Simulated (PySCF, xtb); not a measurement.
C3H9BN2, SMILES NB(CC=C)N.

Geometry optimised at TPSSh-D3(BJ)/def2-SVP. This is a generated structure with no PubChem entry under its InChIKey; it may be hypothetical. The values are those of a single conformer.

Method: IEF-PCM-M06-2X/def2-SVP run with PySCF.

The values are the electrostatic part of the solvation free energy, E(continuum) − E(gas) at the gas-phase geometry, in a cavity of scaled van der Waals radii (PySCF's table); cavitation and dispersion terms are not included. In vacuum the orbital gap is 9.67 eV. The dipole moment in vacuum is 1.75 D.

Computed values in water (ε = 78.36), dimethylsulfoxide (ε = 46.83), ethylethanoate (ε = 5.99):
```tsv
solvent	ε	ΔG(elec) (kcal/mol)	dipole (D)	gap (eV)
water	78.36	-5.1	2.13	9.54
dimethylsulfoxide	46.83	-5.0	2.12	9.54
ethylethanoate	5.99	-3.9	2.04	9.57
```

For comparison, GFN2-xTB/ALPB(water) (xtb, at the GFN2-xTB geometry, all terms of that model) gives -4.6 kcal/mol.
